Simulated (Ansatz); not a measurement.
C$_{2}$H$_{7}$FSi (`FCC[SiH3]`). Total charge 0; spin multiplicity 1. All single points use the PBE0-D4/def2-TZVP geometry. It is one conformer, not always the lowest.

```xyz
11

F     1.589    0.067    1.243
C     0.374    0.731    1.155
C    -0.164    0.654   -0.253
Si   -0.292   -1.101   -0.931
H    -0.309    0.256    1.868
H     0.549    1.764    1.472
H    -1.165    1.097   -0.268
H     0.455    1.254   -0.928
H     1.042   -1.687   -1.210
H    -1.008   -1.962    0.050
H    -1.072   -1.073   -2.197
```

(1) What is the dipole moment at r2SCAN/def2-TZVPP? (An estimate is asked.)

(2) And with PBE, B3LYP, ωB97M-V? (Estimate.)

(3) Give the Mulliken charges with r2SCAN, ωB97M-V, B3LYP in def2-TZVPP. (Best estimate.)

## Answers

(1) Computed: 1.98 D, with components (-1.38, 1.42, -0.05) D in this frame, pointing from negative to positive charge.

(2) Computed: PBE 1.91 D, B3LYP 2.00 D, ωB97M-V 2.00 D.

(3) Computed: 
```
atom  r2SCAN  ωB97M-V  B3LYP
  F1   -0.25    -0.24  -0.26
  C2    0.16     0.02   0.06
  C3   -0.18    -0.31  -0.23
 Si4    0.29     0.19   0.28
  H5    0.04     0.10   0.09
  H6    0.04     0.11   0.09
  H7    0.05     0.10   0.08
  H8    0.06     0.11   0.09
  H9   -0.06    -0.02  -0.06
 H10   -0.08    -0.03  -0.07
 H11   -0.08    -0.03  -0.07
```

B3LYP here is the variant with VWN-RPA as its local correlation; programs differ in this.
